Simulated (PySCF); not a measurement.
C2HCl2, SMILES ClC=[C]Cl, multiplicity 2. Atoms are numbered in the order given.

```xyz
5

Cl    -0.3302     1.7849     0.0000
C      0.8898     0.6521     0.0000
C      0.9647    -0.6688     0.0000
Cl    -0.4375    -1.7086     0.0000
H      1.9223    -1.1958     0.0000
```
Charge 0, spin multiplicity 2.

Geometry optimised at r2SCAN-D4/def2-SVP. The isomer is the one that the SMILES or the coordinates give; other isomers of the formula were not compared.

The numbers are results of r2SCAN-D4/def2-SVP run with PySCF, not measurements.

Frequencies are harmonic and unscaled.

```
mode  ν (cm⁻¹)  IR (km/mol)  moving atoms (share of kinetic energy)
----  --------  -----------  --------------------------------------
1          134          1.3                         Cl 89 %, C 11 %
2          373          5.2                          C 84 %, H 10 %
3          568          0.6                         C 77 %, Cl 21 %
4          702         19.6                         C 63 %, Cl 33 %
5          729         34.5                          H 77 %, C 23 %
6          800        133.6                         C 70 %, Cl 23 %
7         1207         13.2                          H 89 %, C 10 %
8         1687         40.8                                  C 98 %
9         3218          8.5                           H 92 %, C 8 %
```
